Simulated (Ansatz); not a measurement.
The same ligand exchange along the group F, Cl, Br.

Program: Ansatz. Geometries: PBE0-D4/def2-TZVP. ΔE: electronic, gas phase. CCSD(T)/CBS adds triple-zeta CCSD(T) − MP2 to the extrapolated MP2 energy (def2 sets, frozen cores). This one scheme is used for every species. DFT in def2-TZVPP. B3LYP here is the variant with VWN-RPA as its local correlation; programs differ in this. Elements past krypton have def2 core potentials. For Br, Te outer-core shells are correlated without core-valence functions, which leaves a few kJ/mol of doubt a bond. Scalar relativity is left out up to krypton. Each species was taken in one conformer, which may not be the lowest.

```json
{"reaction": "`OB(O)F` + `C[SiH2][TeH]` → `C[SiH2][Te]B(O)O` + H–F", "CCSD(T)/CBS(def2) (kJ/mol)": "94"}
{"reaction": "`OB(O)Cl` + `C[SiH2][TeH]` → `C[SiH2][Te]B(O)O` + HCl", "CCSD(T)/CBS(def2) (kJ/mol)": "40"}
{"reaction": "`OB(O)Br` + `C[SiH2][TeH]` → `C[SiH2][Te]B(O)O` + HBr", "CCSD(T)/CBS(def2) (kJ/mol)": "?"}
```

(1) Fill in the missing values. (Estimate.)

Largest T1 diagnostic: 0.012, for `OB(O)F`.

Results:

(1) Computed: `OB(O)Br` + `C[SiH2][TeH]` → `C[SiH2][Te]B(O)O` + HBr: +33.0 kJ/mol.
